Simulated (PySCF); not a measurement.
# Polarisability and C₆ of Ni⁺ (nickel, charge +1)

[Ar] 3d9, 2D determinant. All numbers are calculated (PySCF 2.14, scalar relativity by spin-free X2C-1e, in aug-cc-pVDZ-DK (7s6p4d2f, 59 functions)). Coupled (time-dependent) response in atomic units; α is the mean over directions. A double-zeta set is small for polarisabilities.

```csv
method,mean α (bohr³),"α xx, yy, zz",C₆ (like pair),S(−4)
UHF,5.654,"5.351, 5.351, 6.261",17.99,26.58
PBE0,7.662,"7.197, 7.197, 8.591",24.39,64.80
MN15,8.187,"7.594, 7.594, 9.372",26.30,71.01
```

S(−4) is the Cauchy moment in α(ω) = α(0) + S(−4) ω² + …

α(iu) at UHF:

```csv
u (hartree),α(iu) (bohr³)
0,5.654
0.0500,5.589
0.100,5.409
0.200,4.851
0.300,4.257
0.500,3.348
0.750,2.652
1.00,2.192
1.50,1.581
2.00,1.189
3.00,0.7417
5.00,0.3731
```

For an ion, C₆ is the dispersion term alone; charge-induced terms of lower order in 1/R come first.

The components differ because the open shell of this determinant is not spherical; for a pure term their mean is the scalar polarisability.
